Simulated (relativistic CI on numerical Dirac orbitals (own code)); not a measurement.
Hyperfine structure of Pt XL, mass number 195

Method of calculation: Dirac-Coulomb-Breit CI, separate exchange-only KLI orbitals for each configuration, a model potential for QED, unscaled Slater integrals (own radial code, finite nucleus).

Configuration list (outside the closed core [Ar] 3d10): 4s²4p⁶4d³, 4s²4p⁶4d²4f, 4s²4p⁵4d⁴, 4s4p⁶4d⁴, 4s4p⁶4d³4f, 4s²4p⁶4d²5s, 4s²4p⁶4d4f5s, 4s²4p⁶4d²5p, 4s²4p⁶4d²5d, 4s²4p⁵4d³5s, 4s²4p⁶4d4f², 4s²4p⁶4f³, 4s4p⁶4d4f³, 4s²4p⁶4f²5s, 4s²4p⁶4f²5p, 4s²4p⁶4d5s², 4s²4p⁶4f5s², 4s4p⁶4d4f5s², 4s²4p⁶5s²5p. Double excitations out of closed p, d and f shells are left out; levels of such configurations are missing from the list, as are those of other unlisted configurations, and high levels can miss mixing partners. These lack a partner that the ground configuration has and come out too high: 4s²4p⁶4d²5d, 4s²4p⁵4d³5s.

Nuclear spin I = 1/2, μ = 0.6073 μN (tables of Stone and Pyykkö). The electronic factors are computed for point nuclear moments, without core polarisation or the Bohr-Weisskopf and QED corrections.

```csv
Level,E (cm⁻¹),A (MHz)
4s²4p⁶4d³ ⁴F5/2,167594,23640
4s²4p⁶4d³ ⁴P1/2,206436,-16920
4s²4p⁶4d³ ⁴F7/2,367698,19300
4s²4p⁶4d³ ⁴F9/2,385204,20100
4s²4p⁶4d³ ²P1/2,407776,-7421
4s²4p⁶4d³ ²H11/2,421575,22630
```

Levels with J = 0, under 50 % of one LS term, or S terms without an open s electron are left out. Small factors come from cancelling terms and can be off by tens of per cent or more.

At this charge energies of transitions that change n are usually good to better than 1 %, and those within a shell (Δn = 0) to a few per cent. Terms inside the open d or f shell come out 10 to 20 % too wide with unscaled integrals.

Question: Give the hyperfine levels of 4s²4p⁶4d³ ⁴F5/2 relative to its centre of gravity.

Answer: With K = F(F + 1) − I(I + 1) − J(J + 1), E = AK/2: F = 2: -41380, F = 3: 29550 MHz.

LS names give the leading component of a level, which can be under half, so a name can repeat, a term be missing and a line seem to break the LS rules.
